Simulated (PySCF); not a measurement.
PySCF 2.14 output of an unrestricted r2SCAN calculation on a single atom or ion in aug-cc-pVTZ-PP with one added diffuse shell each of s, p, d, f, g type with ECP10MDF (7s7p6d4f3g, 113 functions), with scalar relativity through the core potential:

```
SCF conv_tol = 1e-09
number electrons alpha = 10  beta = 7
    J. W. Furness, A. D. Kaplan, J. Ning, J. P. Perdew, and J. Sun.,  J. Phys. Chem. Lett. 11, 8208-8215 (2020)
    J. W. Furness, A. D. Kaplan, J. Ning, J. P. Perdew, and J. Sun.,  J. Phys. Chem. Lett. 11, 9248-9248 (2020)
    J. W. Furness, A. D. Kaplan, J. Ning, J. P. Perdew, and J. Sun.,  J. Phys. Chem. Lett. 11, 8208-8215 (2020)
    J. W. Furness, A. D. Kaplan, J. Ning, J. P. Perdew, and J. Sun.,  J. Phys. Chem. Lett. 11, 9248-9248 (2020)
cycle= 1 E= -195.641622130668  delta_E= -0.0108  |g|= 0.048  |ddm|= 0.369
cycle= 2 E= -195.641519053544  delta_E= 0.000103  |g|= 0.0639  |ddm|= 0.169
cycle= 3 E= -195.642051958588  delta_E= -0.000533  |g|= 0.00171  |ddm|= 0.0263
cycle= 4 E= -195.642053007235  delta_E= -1.05e-06  |g|= 0.00075  |ddm|= 0.00927
cycle= 5 E= -195.642053100117  delta_E= -9.29e-08  |g|= 2.63e-05  |ddm|= 0.00172
cycle= 6 E= -195.642053100391  delta_E= -2.73e-10  |g|= 4.57e-06  |ddm|= 8.29e-05
converged SCF energy = -195.642053100391  <S^2> = 3.7510646  2S+1 = 4.0005323
```

The run itself started from symmetry-adapted Hartree-Fock orbitals and held the occupation by maximum overlap, on a logarithmic radial grid, so the iterations belong to that start.

Problem. Which element, charge and spin multiplicity is this?

Solution. Cu²⁺ (copper, charge +2), multiplicity 4; the state was [Ar] 3d8 4p1, one real determinant (an excited configuration).

⟨L²⟩ = 14.02 against 20 for a pure G term, so this real determinant mixes terms. Energies and moments cover only the electrons outside the core potential.
